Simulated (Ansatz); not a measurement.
```yaml
crystal:
  periodic: [false, false, false]
  atoms:
    - {symbol: Cl, position_ang: [1.565163, -0.816295, 1.955063]}
    - {symbol: Ga, position_ang: [0.270790, -0.384515, 0.326106]}
    - {symbol: Cl, position_ang: [-0.593279, -2.024805, -0.717044]}
    - {symbol: Se, position_ang: [-0.155413, 1.797256, -0.258205]}
    - {symbol: H, position_ang: [-1.037461, 1.354659, -1.347320]}
basis:
  gaussian: {orbitals: def2-TZVPP}
total_charge: 1
magnetization: {spin_polarized: true, initial_magnetization: 1}
hamiltonian: {xc: {name: HF}}
correlation: {method: mp2, frozen_orbitals: {Cl: 0}}
accuracy: high
```

```sh
$ ansatz run in.yaml --threads 4 --pin off --events-out ev --progress --plain --max-ram 10444MiB
```

Output, abridged:

```
Functional definition: HF
Error: "frozen_orbitals" has no count for Ga
```

In this input frozen orbitals are typed for one element alone, and the program wants a count for each. The program refused the input.
